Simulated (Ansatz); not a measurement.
Stepwise reaction of `C#[C][Sn]([F])([F])[Cl]` with hydrogen, as a gas-phase model of exchange steps in deposition or etching. ΔE in kJ/mol.

Calculated with Ansatz (gas phase, PBE0-D4/def2-TZVP geometries, no zero-point term in ΔE). CCSD(T)/CBS is the MP2 limit (def2-TZVPP, def2-QZVPP) plus CCSD(T) − MP2 in def2-TZVPP, frozen cores. This one scheme is used for every species. Functionals use def2-TZVPP. B3LYP here is the variant with VWN-RPA as its local correlation; programs differ in this. Elements past krypton have def2 core potentials. For Sn outer-core shells are correlated without core-valence functions, which leaves a few kJ/mol of doubt a bond.

```
step                                                      reaction  PBE-D4  B3LYP-D4  ωB97M-V  CCSD(T)/CBS
   1  `C#[C][Sn]([F])([F])[Cl]` + H₂ → `C#[C][SnH]([F])[Cl]` + H–F    26.5      27.7     25.0         25.4
   2          `C#[C][SnH]([F])[Cl]` + H₂ → `C#[C][SnH2][Cl]` + H–F    37.1      38.9     35.1         34.9
```

Question: By hand: ΔE of the 2 steps together at CCSD(T)/CBS.

Answer: (25.4) + (34.9) = 60.3 kJ/mol, or 30.1 kJ/mol a step.

In ΔE each step is higher than the one before. All are uphill at CCSD(T)/CBS. PBE-D4 differs from CCSD(T)/CBS by 1.1 to 2.2 kJ/mol a step. Only this route is followed, and other bonds may react first. Isolated molecules leave out the surface, adducts and barriers. Largest T1 diagnostic: 0.014.
